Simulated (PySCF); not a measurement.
C3H5, SMILES [CH2]C=C (connectivity only; charge and spin as stated), charge +1, multiplicity 1.

Coordinates come from a PBE0-D3(BJ)/def2-TZVP optimisation. The multiplicity is an assumed one; other spin states were not compared. The isomer is the one that the SMILES or the coordinates give; other isomers of the formula were not compared.

Vertical ionisation energy (IE) and electron affinity (EA) in eV. Rows of orbital energies are one-electron estimates. Where ΔSCF, EOM or ADC give a negative EA the extra electron is unbound and the value depends on the basis.

```tsv
level	IE	EA
−ε(HOMO), −ε(LUMO), PBE0/def2-TZVPD (PySCF)	16.03	10.31
ADC(2)/aug-cc-pVDZ (PySCF)	18.11	8.08
```

### Question
Give the lowest 1s main lines (those of the lightest heavy element) from CVS-ADC(2)-x/aug-cc-pVDZ (PySCF, non-relativistic), with pole strengths. (An estimate is asked for; the answer gives what the named calculation found.)

### Answer
298.7 eV (1.51), 300.3 eV (1.37), 300.3 eV (1.37).

### Question
Beyond the first one, list the lowest photoelectron lines from ADC(2)/aug-cc-pVDZ (PySCF) with their pole strengths (two spins summed). (Estimate from the structure and the level; the computed values follow.)

### Answer
19.72 eV (1.80), 20.27 eV (1.78), 21.89 eV (1.74), 23.11 eV (1.70), 25.43 eV (1.70).
